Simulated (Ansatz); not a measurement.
Cost and result for the atomization energy of CH₅AlBrGa (`[CH3][Al]([GaH2])[Br]`) (9 atoms, 8 bonds).

```xyz
9

C     0.439   -0.899    1.527
Al   -0.506    0.142    0.181
Ga    0.148    0.908   -2.118
Br   -2.614    0.817    0.754
H    -0.132   -1.797    1.781
H     1.437   -1.207    1.205
H     0.542   -0.318    2.450
H     0.840    2.303   -2.374
H    -0.152    0.050   -3.407
```

The species carries charge 0 and has multiplicity 1. Correlated methods include outer-core shells of Br, Ga, which these sets cover unevenly. Scalar relativity is left out up to krypton. The structure was optimised at the PBE0-D4/def2-TZVP level. Program: Ansatz. Hardware: A = 2 threads of an AMD EPYC 7R13 on a shared host; B = 2 threads of an AMD EPYC 7R13 on a shared host and a share of an NVIDIA H100 80 GB. Times are those of one run each, without the atoms' runs, and a repeat can differ threefold. Electronic energies, without spin–orbit coupling; frozen cores. CCSD(T)/CBS adds CCSD(T) − MP2 in def2-TZVPP to the MP2 limit, and its time is that of the two runs behind it. T1 = 0.011. With those shells the extrapolation isn't a true limit. HSE06 is the plane-wave form, built on full-range PBE exchange.

CCSD(T)/CBS is a level of theory with its own doubt, some kJ/mol a heavy atom from the limit and from the frozen cores, so smaller differences don't rank the functionals.

| level | functions | wall time |
| --- | --- | --- |
| CCSD(T)/def2-SVP [B] | 121 | 1.7 s |
| LDA (SPW92)/def2-TZVPP [A] | 239 | 2.3 s |
| CCSD(T)/def2-TZVPP [B] | 239 | 3.1 s |
| BLYP-D4/def2-TZVPP [A] | 239 | 3.3 s |
| PBE-D4/def2-TZVPP (with forces) [A] | 239 | 3.9 s |
| MP2/def2-QZVPP [B] | 455 | 4.3 s |
| PBE0-D4/def2-TZVPP [A] | 239 | 6 s |
| r2SCAN-D4/def2-TZVPP (with forces) [A] | 239 | 7 s |
| HSE06-D4/def2-TZVPP [A] | 239 | 7 s |
| BHLYP-D4/def2-TZVPP [A] | 239 | 7 s |
| CCSD(T)/CBS(def2) | – | 7.4 s |
| CAM-B3LYP-D4/def2-TZVPP [A] | 239 | 7.5 s |
| ωB97M-V/def2-TZVPP (with forces) [A] | 239 | 20 s |

Q: What atomization energy does each give, and how far from CCSD(T)/CBS? (Estimate.)

A: Ansatz gave: 
| level | atomization (kJ/mol) | difference from CCSD(T)/CBS | per bond |
| --- | --- | --- | --- |
| CCSD(T)/def2-SVP [B] | 2509.1 | -152.1 | -19.0 |
| LDA (SPW92)/def2-TZVPP [A] | 2954.4 | 293.2 | 36.7 |
| CCSD(T)/def2-TZVPP [B] | 2601.9 | -59.3 | -7.4 |
| BLYP-D4/def2-TZVPP [A] | 2588.1 | -73.1 | -9.1 |
| PBE-D4/def2-TZVPP (with forces) [A] | 2645.8 | -15.4 | -1.9 |
| MP2/def2-QZVPP [B] | 2652.1 | -9.1 | -1.1 |
| PBE0-D4/def2-TZVPP [A] | 2636.8 | -24.4 | -3.0 |
| r2SCAN-D4/def2-TZVPP (with forces) [A] | 2668.0 | 6.8 | 0.9 |
| HSE06-D4/def2-TZVPP [A] | 2638.0 | -23.2 | -2.9 |
| BHLYP-D4/def2-TZVPP [A] | 2592.6 | -68.6 | -8.6 |
| CCSD(T)/CBS(def2) | 2661.2 | 0.0 | 0.0 |
| CAM-B3LYP-D4/def2-TZVPP [A] | 2636.5 | -24.7 | -3.1 |
| ωB97M-V/def2-TZVPP (with forces) [A] | 2638.0 | -23.2 | -2.9 |

In def2-TZVPP, CCSD(T) changes the Hartree–Fock value by +589.9 kJ/mol (the triples alone add +31.2 kJ/mol) and MP2 by +605.6 kJ/mol; breaking electron pairs costs correlation energy, which Hartree–Fock lacks. From r2SCAN to r2SCAN0 (25 % exact exchange), in def2-TZVPP and without D4, the atomization energy moves by −24.2 kJ/mol: exact exchange takes away binding that semilocal exchange gives to molecules. At CCSD(T), def2-SVP lies −152.1 kJ/mol from the extrapolated value and def2-TZVPP −59.2 kJ/mol: correlation converges slowly with the basis, and small sets miss more of it in the bonded molecule than in its fragments.
